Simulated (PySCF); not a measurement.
C2H7FOSi2, SMILES [Si@@H](F)([SiH2]O)C=C. Geometry optimised at ωB97X-D3(BJ)/def2-SVP. The structure was generated by enumeration; whether it is a known compound was not checked. Other conformers were not sampled.

Computed equilibrium geometry at ωB97X-D3(BJ)/def2-SVP (PySCF confirms it by a frequency run) as Cartesian coordinates in Å (one conformer of several):
```xyz
13

C     -2.9720    -0.1333    -0.0420
C     -1.9747     0.7077    -0.3424
Si    -0.2617     0.0853    -0.7260
F     -0.3478    -1.5575    -0.7752
Si     1.2963     0.5849     0.9417
O      2.7606    -0.1555     0.6023
H     -2.8168    -1.2185    -0.0297
H     -3.9818     0.2208     0.1973
H     -2.1764     1.7878    -0.3459
H      0.1919     0.5476    -2.0698
H      0.7360     0.1500     2.2596
H      1.5630     2.0480     0.9997
H      2.7272    -1.1032     0.4341
```
Charge 0, spin multiplicity 1.
